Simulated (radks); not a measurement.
C5+, 1 electrons, occupied as 2p1 (not the ground configuration).

Calculated with a radial shooting solver on a logarithmic mesh with Libxc functionals: non-relativistic Kohn-Sham, PBE, spin-unpolarised, spherical densities, point nucleus; without spin polarisation the odd electron is poorly described.

Energy parts (Ry):
total: -8.82597
kinetic: 8.79108
electron-nucleus: -17.78963
Hartree: 1.07624
exchange-correlation: -0.90365

Orbitals (lengths in bohr, moments of r in powers of bohr):
orbital  occ.  eigenvalue (Ry)    <r^4>
1s          0        -34.33591  0.01827
2p          1         -8.00168    1.385
3p          0         -3.27012    43.77
3d          0         -3.20958    24.32

The highest occupied level is 2p at -108.87 eV. The configuration is held as typed, so some empty levels lie below it. The density falls to 0.001 e/bohr^3 at r = 1.93 bohr. Virial ratio -V/T = 2.00397. Summed over all electrons, <r^2> = 0.8574 bohr^2, which gives a Langevin (diamagnetic) susceptibility term of -0.679 x 10^-6 cm^3/mol. The electron density at the nucleus is 2.469e-13 e/bohr^3.
